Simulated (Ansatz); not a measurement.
Ansatz (a quantum-chemistry and plane-wave program) input (HF/3-21G): The .json file is the Basis Set Exchange's 3-21G.

Ansatz 0.2 input:
```yaml
crystal:
  periodic: [false, false, false]
  atoms:
    - {symbol: C, position_ang: [-1.60287955, -0.87561612, -0.39319129]}
    - {symbol: C, position_ang: [-0.51320804, -0.00104543, 0.24083373]}
    - {symbol: C, position_ang: [-0.40884394, 1.39186267, -0.39195675]}
    - {symbol: C, position_ang: [0.92468050, -0.64852000, 0.14189280]}
    - {symbol: O, position_ang: [1.89793340, 0.18142219, 0.58512980]}
    - {symbol: H, position_ang: [-2.59579462, -0.43837593, -0.29368060]}
    - {symbol: H, position_ang: [-1.62023883, -1.86052949, 0.06968911]}
    - {symbol: H, position_ang: [-1.39901046, -1.00798074, -1.45307009]}
    - {symbol: H, position_ang: [-0.71987169, 0.12374127, 1.30159151]}
    - {symbol: H, position_ang: [-0.37506674, 1.31079034, -1.47795923]}
    - {symbol: H, position_ang: [0.54656564, 1.76160138, -0.03817806]}
    - {symbol: H, position_ang: [-1.22872599, 2.05577353, -0.11994114]}
    - {symbol: H, position_ang: [0.81700039, -1.62797430, 0.67980546]}
    - {symbol: H, position_ang: [0.99318137, -0.96851042, -0.93476633]}
basis:
  gaussian:
    orbitals: 3-21G.json
hamiltonian:
  xc: {name: HF}
total_charge: -1
phonons: {temperatures: {t_min: 298.15, t_max: 298.15, t_step: 100}}
```

Output:

```
Functional definition: HF
integrals: 0.02 GiB planned
842 factors; integrals over basis functions are off by at most 5.0e-4 eV
mean field: 0.16 GiB planned
mean field evaluation 1: about -6260.9675 eV, gradient 3.5e1 eV
mean field evaluation 2: about -6261.2888 eV, gradient 3.5e1 eV
mean field evaluation 4: about -6264.2354 eV, gradient 3.3e0 eV
mean field evaluation 8: about -6264.2729 eV, gradient 1.5e-1 eV
mean field -6264.27303364 eV, -230.2077879095 hartree, gradient 4.0e-5 eV, S^2 0.000000; 0 other end points of the search recorded, 0 dependent functions left out
the calculation of the forces begins
reference -6264.27303364 eV, -230.2077879095 hartree; 21, 21 occupied and 42, 42 virtual orbitals, 842 factors
these checks for a lower state are left out or cut short: stability, starts, cluster_reference, orbital_swaps, neighbouring_geometries, increment
integrals: 0.02 GiB planned
842 factors; integrals over basis functions are off by at most 5.0e-4 eV
mean field: 0.16 GiB planned
mean field evaluation 16: about -6264.2728 eV, gradient 1.0e-3 eV
mean field -6264.27286261 eV, -230.2077816243 hartree, gradient 3.8e-6 eV, S^2 0.000000; 0 other end points of the search recorded, 0 dependent functions left out
the calculation of the forces begins
reference -6264.27286261 eV, -230.2077816243 hartree; 21, 21 occupied and 42, 42 virtual orbitals, 842 factors
these checks for a lower state are left out or cut short: stability, starts, cluster_reference, orbital_swaps, neighbouring_geometries, increment
integrals: 0.02 GiB planned
842 factors; integrals over basis functions are off by at most 5.1e-4 eV
mean field: 0.16 GiB planned
mean field -6264.27286509 eV, -230.2077817156 hartree, gradient 3.8e-6 eV, S^2 0.000000; 0 other end points of the search recorded, 0 dependent functions left out
the calculation of the forces begins
reference -6264.27286509 eV, -230.2077817156 hartree; 21, 21 occupied and 42, 42 virtual orbitals, 842 factors
these checks for a lower state are left out or cut short: stability, starts, cluster_reference, orbital_swaps, neighbouring_geometries, increment
integrals: 0.02 GiB planned
842 factors; integrals over basis functions are off by at most 5.0e-4 eV
mean field: 0.16 GiB planned
mean field evaluation 32: about -6263.9127 eV, gradient 1.6e-3 eV
mean field -6264.27286168 eV, -230.2077815899 hartree, gradient 3.8e-6 eV, S^2 0.000000; 0 other end points of the search recorded, 0 dependent functions left out
the calculation of the forces begins
reference -6264.27286168 eV, -230.2077815899 hartree; 21, 21 occupied and 42, 42 virtual orbitals, 842 factors
these checks for a lower state are left out or cut short: stability, starts, cluster_reference, orbital_swaps, neighbouring_geometries, increment
integrals: 0.02 GiB planned
842 factors; integrals over basis functions are off by at most 5.0e-4 eV
mean field: 0.16 GiB planned
mean field -6264.27285538 eV, -230.2077813587 hartree, gradient 3.8e-6 eV, S^2 0.000000; 0 other end points of the search recorded, 0 dependent functions left out
the calculation of the forces begins
reference -6264.27285538 eV, -230.2077813587 hartree; 21, 21 occupied and 42, 42 virtual orbitals, 842 factors
these checks for a lower state are left out or cut short: stability, starts, cluster_reference, orbital_swaps, neighbouring_geometries, increment
integrals: 0.02 GiB planned
842 factors; integrals over basis functions are off by at most 5.0e-4 eV
mean field: 0.16 GiB planned
mean field -6264.27285178 eV, -230.2077812264 hartree, gradient 3.8e-6 eV, S^2 0.000000; 0 other end points of the search recorded, 0 dependent functions left out
the calculation of the forces begins
reference -6264.27285178 eV, -230.2077812264 hartree; 21, 21 occupied and 42, 42 virtual orbitals, 842 factors
these checks for a lower state are left out or cut short: stability, starts, cluster_reference, orbital_swaps, neighbouring_geometries, increment
integrals: 0.02 GiB planned
842 factors; integrals over basis functions are off by at most 5.0e-4 eV
mean field: 0.16 GiB planned
mean field evaluation 64: about -6264.2728 eV, gradient 1.7e-4 eV
mean field -6264.27284950 eV, -230.2077811424 hartree, gradient 3.8e-6 eV, S^2 0.000000; 0 other end points of the search recorded, 0 dependent functions left out
the calculation of the forces begins
reference -6264.27284950 eV, -230.2077811424 hartree; 21, 21 occupied and 42, 42 virtual orbitals, 842 factors
these checks for a lower state are left out or cut short: stability, starts, cluster_reference, orbital_swaps, neighbouring_geometries, increment
integrals: 0.02 GiB planned
842 factors; integrals over basis functions are off by at most 5.0e-4 eV
mean field: 0.16 GiB planned
[...]
the calculation of the forces begins
reference -6264.27301132 eV, -230.2077870892 hartree; 21, 21 occupied and 42, 42 virtual orbitals, 842 factors
these checks for a lower state are left out or cut short: stability, starts, cluster_reference, orbital_swaps, neighbouring_geometries, increment
integrals: 0.02 GiB planned
842 factors; integrals over basis functions are off by at most 5.0e-4 eV
mean field: 0.16 GiB planned
mean field evaluation 672: about -6264.2715 eV, gradient 8.4e-1 eV
mean field -6264.27301215 eV, -230.2077871197 hartree, gradient 3.8e-6 eV, S^2 0.000000; 0 other end points of the search recorded, 0 dependent functions left out
the calculation of the forces begins
reference -6264.27301215 eV, -230.2077871197 hartree; 21, 21 occupied and 42, 42 virtual orbitals, 842 factors
these checks for a lower state are left out or cut short: stability, starts, cluster_reference, orbital_swaps, neighbouring_geometries, increment
integrals: 0.02 GiB planned
842 factors; integrals over basis functions are off by at most 5.0e-4 eV
mean field: 0.16 GiB planned
mean field -6264.27296869 eV, -230.2077855228 hartree, gradient 3.8e-6 eV, S^2 0.000000; 0 other end points of the search recorded, 0 dependent functions left out
the calculation of the forces begins
reference -6264.27296869 eV, -230.2077855228 hartree; 21, 21 occupied and 42, 42 virtual orbitals, 842 factors
these checks for a lower state are left out or cut short: stability, starts, cluster_reference, orbital_swaps, neighbouring_geometries, increment
integrals: 0.02 GiB planned
842 factors; integrals over basis functions are off by at most 5.0e-4 eV
mean field: 0.16 GiB planned
mean field -6264.27297043 eV, -230.2077855866 hartree, gradient 3.8e-6 eV, S^2 0.000000; 0 other end points of the search recorded, 0 dependent functions left out
the calculation of the forces begins
reference -6264.27297043 eV, -230.2077855866 hartree; 21, 21 occupied and 42, 42 virtual orbitals, 842 factors
these checks for a lower state are left out or cut short: stability, starts, cluster_reference, orbital_swaps, neighbouring_geometries, increment
integrals: 0.02 GiB planned
842 factors; integrals over basis functions are off by at most 5.0e-4 eV
mean field: 0.16 GiB planned
mean field evaluation 704: about -6264.2730 eV, gradient 2.9e-6 eV
mean field -6264.27299732 eV, -230.2077865748 hartree, gradient 3.8e-6 eV, S^2 0.000000; 0 other end points of the search recorded, 0 dependent functions left out
the calculation of the forces begins
reference -6264.27299732 eV, -230.2077865748 hartree; 21, 21 occupied and 42, 42 virtual orbitals, 842 factors
these checks for a lower state are left out or cut short: stability, starts, cluster_reference, orbital_swaps, neighbouring_geometries, increment
integrals: 0.02 GiB planned
842 factors; integrals over basis functions are off by at most 5.0e-4 eV
mean field: 0.16 GiB planned
mean field -6264.27299639 eV, -230.2077865407 hartree, gradient 3.8e-6 eV, S^2 0.000000; 0 other end points of the search recorded, 0 dependent functions left out
the calculation of the forces begins
reference -6264.27299639 eV, -230.2077865407 hartree; 21, 21 occupied and 42, 42 virtual orbitals, 842 factors
these checks for a lower state are left out or cut short: stability, starts, cluster_reference, orbital_swaps, neighbouring_geometries, increment
integrals: 0.02 GiB planned
842 factors; integrals over basis functions are off by at most 5.0e-4 eV
mean field: 0.16 GiB planned
mean field -6264.27300962 eV, -230.2077870267 hartree, gradient 3.8e-6 eV, S^2 0.000000; 0 other end points of the search recorded, 0 dependent functions left out
the calculation of the forces begins
reference -6264.27300962 eV, -230.2077870267 hartree; 21, 21 occupied and 42, 42 virtual orbitals, 842 factors
these checks for a lower state are left out or cut short: stability, starts, cluster_reference, orbital_swaps, neighbouring_geometries, increment
integrals: 0.02 GiB planned
842 factors; integrals over basis functions are off by at most 5.0e-4 eV
mean field: 0.16 GiB planned
mean field -6264.27301083 eV, -230.2077870714 hartree, gradient 3.8e-6 eV, S^2 0.000000; 0 other end points of the search recorded, 0 dependent functions left out
the calculation of the forces begins
reference -6264.27301083 eV, -230.2077870714 hartree; 21, 21 occupied and 42, 42 virtual orbitals, 842 factors
these checks for a lower state are left out or cut short: stability, starts, cluster_reference, orbital_swaps, neighbouring_geometries, increment
integrals: 0.02 GiB planned
842 factors; integrals over basis functions are off by at most 5.0e-4 eV
mean field: 0.16 GiB planned
mean field evaluation 736: about -6264.2730 eV, gradient 1.0e-3 eV
mean field -6264.27300738 eV, -230.2077869443 hartree, gradient 3.8e-6 eV, S^2 0.000000; 0 other end points of the search recorded, 0 dependent functions left out
the calculation of the forces begins
reference -6264.27300738 eV, -230.2077869443 hartree; 21, 21 occupied and 42, 42 virtual orbitals, 842 factors
these checks for a lower state are left out or cut short: stability, starts, cluster_reference, orbital_swaps, neighbouring_geometries, increment
integrals: 0.02 GiB planned
842 factors; integrals over basis functions are off by at most 5.0e-4 eV
mean field: 0.16 GiB planned
mean field -6264.27301157 eV, -230.2077870984 hartree, gradient 3.8e-6 eV, S^2 0.000000; 0 other end points of the search recorded, 0 dependent functions left out
the calculation of the forces begins
reference -6264.27301157 eV, -230.2077870984 hartree; 21, 21 occupied and 42, 42 virtual orbitals, 842 factors
these checks for a lower state are left out or cut short: stability, starts, cluster_reference, orbital_swaps, neighbouring_geometries, increment
integrals: 0.02 GiB planned
842 factors; integrals over basis functions are off by at most 5.0e-4 eV
mean field: 0.16 GiB planned
mean field -6264.27295682 eV, -230.2077850863 hartree, gradient 3.8e-6 eV, S^2 0.000000; 0 other end points of the search recorded, 0 dependent functions left out
the calculation of the forces begins
reference -6264.27295682 eV, -230.2077850863 hartree; 21, 21 occupied and 42, 42 virtual orbitals, 842 factors
these checks for a lower state are left out or cut short: stability, starts, cluster_reference, orbital_swaps, neighbouring_geometries, increment
integrals: 0.02 GiB planned
842 factors; integrals over basis functions are off by at most 5.0e-4 eV
mean field: 0.16 GiB planned
mean field evaluation 768: about -6264.2730 eV, gradient 3.8e-6 eV
mean field -6264.27296173 eV, -230.2077852669 hartree, gradient 3.8e-6 eV, S^2 0.000000; 0 other end points of the search recorded, 0 dependent functions left out
the calculation of the forces begins
reference -6264.27296173 eV, -230.2077852669 hartree; 21, 21 occupied and 42, 42 virtual orbitals, 842 factors
Total energy: -6264.27303364 eV, -230.2077879095 hartree
Atom 0 at    -1.602880    -0.875616    -0.393191 Å, force    -0.000627     0.001116     0.000229 eV/Å
Atom 1 at    -0.513208    -0.001045     0.240834 Å, force    -0.000849    -0.001805     0.000607 eV/Å
Atom 2 at    -0.408844     1.391863    -0.391957 Å, force     0.000062    -0.000493    -0.000714 eV/Å
Atom 3 at     0.924681    -0.648520     0.141893 Å, force     0.000306     0.001028     0.000302 eV/Å
Atom 4 at     1.897933     0.181422     0.585130 Å, force     0.000843     0.000323     0.000093 eV/Å
Atom 5 at    -2.595795    -0.438376    -0.293681 Å, force     0.000088     0.000137     0.000181 eV/Å
Atom 6 at    -1.620239    -1.860529     0.069689 Å, force     0.000730     0.000119     0.000012 eV/Å
Atom 7 at    -1.399010    -1.007981    -1.453070 Å, force     0.000332    -0.000167    -0.000016 eV/Å
Atom 8 at    -0.719872     0.123741     1.301592 Å, force    -0.000692    -0.000286    -0.000077 eV/Å
Atom 9 at    -0.375067     1.310790    -1.477959 Å, force     0.000186     0.000586    -0.000209 eV/Å
Atom 10 at     0.546566     1.761601    -0.038178 Å, force    -0.000002     0.000385     0.000150 eV/Å
Atom 11 at    -1.228726     2.055774    -0.119941 Å, force     0.000039     0.000134     0.000092 eV/Å
Atom 12 at     0.817000    -1.627974     0.679805 Å, force    -0.000171    -0.000234     0.000176 eV/Å
Atom 13 at     0.993181    -0.968510    -0.934766 Å, force    -0.000244    -0.000842    -0.000828 eV/Å
Dipole moment:    -1.256703    -0.075837    -0.335166 e Å
Vibrations: 177.27 241.31 301.46 310.81 369.74 456.84 523.02 835.46 934.94 1021.52 1037.52 1056.46 1152.65 1219.49 1286.51 1309.38 1391.39 1434.38 1493.04 1508.16 1539.62 1571.39 1649.48 1668.86 1669.45 1695.54 1702.58 2652.63 2751.46 3135.12 3146.18 3164.15 3183.05 3188.87 3213.42 3263.66 cm⁻¹, zero-point energy 3.549469 eV
```

The blocks after the first are displaced geometries, from whose forces the wavenumbers follow.

The dipole moment of an ion depends on the origin.
